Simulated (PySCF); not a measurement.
[Tl(SH)4]− at several levels of theory

Computed with PySCF 2.14.0 (density fitting, no spin-orbit coupling) at the geometry relaxed with PBE0:

```xyz
9
[Tl(SH)4]− (singlet)
Tl    0.0000    0.0000    0.0001
S     1.6276    1.3199    1.4644
H     2.6561    0.9778    0.6573
S    -1.6276   -1.3199    1.4644
H    -2.6561   -0.9778    0.6573
S     1.3197   -1.6283   -1.4638
H     0.9672   -2.6582   -0.6634
S    -1.3197    1.6283   -1.4638
H    -0.9672    2.6582   -0.6634
```

| level | basis | state | HOMO (eV) | gap (eV) | charge on Tl1 (e) | dipole about the centre of mass (D) | largest force component (eV/Å) |
| --- | --- | --- | --- | --- | --- | --- | --- |
| PBE0 | Tl def2-SVP with ECP60, S def2-SVP, H def2-SVP | singlet | -2.70 | 4.93 | 0.30 | 0.01 | 0.01 |
| revPBE | the same | singlet | -1.42 | 3.01 | 0.23 | 0.01 | 0.45 |
| HF | the same | singlet | -5.44 | 11.13 | 0.63 | 0.01 | 0.32 |

Charges are Mulliken's, which hang on the basis. The relaxation used the grid (50, 194), these runs (75, 302) or, all-electron (x2c bases, spin-free X2C Hamiltonian), (99, 590).

Question: What does PBE0 with Tl def2-TZVP with ECP60, S def2-TZVP, H def2-TZVP give here?

Answer: state singlet, HOMO (eV) -3.05, gap (eV) 4.81, charge on Tl1 (e) 0.68, dipole about the centre of mass (D) 0.01, largest force component (eV/Å) 0.25. Time: 21 s on 2 threads of Arm Neoverse V1, with other jobs on the host, from free ions and atoms.

In the first row's basis the gap widens with exact exchange: 3.0 eV for revPBE (none); 4.9 eV for PBE0 (a fixed share); 11.1 eV for Hartree–Fock (rising or full at long range).
